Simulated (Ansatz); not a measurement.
Reaction (redistribution): `O=C=NBF` + `NC[SiH2][AlH2]` → `NC[SiH2]BF` + `O=C=[N][AlH2]`

Gas-phase electronic energies from Ansatz, PBE0-D4/def2-TZVP geometries. CBS: MP2 limit from def2 TZ/QZ plus the TZ coupled-cluster correction, frozen cores. This one scheme is used for every species. DFT in def2-TZVPP. B3LYP here is the variant with VWN-RPA as its local correlation; programs differ in this. One conformer a species, not always the lowest.

`O=C=NBF`:

```xyz
6

O     1.761   -1.885    0.282
C     0.998   -1.067   -0.015
N     0.224   -0.236   -0.412
B    -0.707    0.756   -0.019
F    -1.332    1.432   -0.962
H    -0.944    0.999    1.126
```

`NC[SiH2][AlH2]`:

Cartesian coordinates in Å:
```
N 2.272 -0.132 0.291
C 0.990 0.519 0.062
Si -0.443 -0.712 0.191
Al -2.643 0.293 -0.245
H 3.040 0.518 0.175
H 2.417 -0.888 -0.367
H 0.834 1.276 0.839
H 0.906 1.051 -0.900
H -0.423 -1.364 1.534
H -0.196 -1.807 -0.802
H -3.963 -0.591 -0.172
H -2.791 1.837 -0.606
```

`NC[SiH2]BF`:

Cartesian coordinates in Å:
```
N 0.977 -1.938 0.057
C 0.320 -0.801 -0.575
Si 0.016 0.585 0.668
B -1.011 2.161 -0.112
F -1.424 2.138 -1.370
H 0.410 -2.312 0.807
H 1.128 -2.688 -0.605
H 0.982 -0.396 -1.349
H -0.630 -1.036 -1.082
H -0.784 0.049 1.813
H 1.300 1.083 1.237
H -1.284 3.155 0.510
```

`O=C=[N][AlH2]`:

```xyz
6

O     2.533   -1.367    0.315
C     1.514   -0.817    0.186
N     0.468   -0.252    0.054
Al   -1.081    0.583   -0.134
H    -1.558    0.909   -1.599
H    -1.876    0.943    1.177
```

```tsv
level	ΔE (kcal/mol)	difference from CCSD(T)/CBS
PBE-D4	2.4	3.9
r2SCAN-D4	0.3	1.8
PBE0-D4	1.6	3.1
B3LYP-D4	-0.7	0.8
ωB97M-V	-1.6	-0.1
B2PLYP	-1.4	0.1
PBE	2.3	3.8
r2SCAN	0.2	1.7
PBE0	1.5	3.0
HF/def2-TZVPP	-3.2	-1.7
MP2/def2-TZVPP	-1.8	-0.3
SCS-MP2/def2-TZVPP	-2.5	-1.0
CCSD/def2-TZVPP	-1.7	-0.2
HF/def2-QZVPP	-3.3	-1.8
HF/CBS(def2)	-3.3	-1.8
MP2/CBS(def2)	-2.2	-0.7
CCSD(T)/CBS	-1.5	0
```

Largest T1 diagnostic among the species: 0.016.

From PBE to PBE0 (25 % exact exchange), in def2-TZVPP and without D4, ΔE moves by −0.8 kcal/mol. In def2-TZVPP, CCSD(T) changes the Hartree–Fock value by +2.0 kcal/mol (the triples alone add +0.5 kcal/mol) and MP2 by +1.4 kcal/mol.
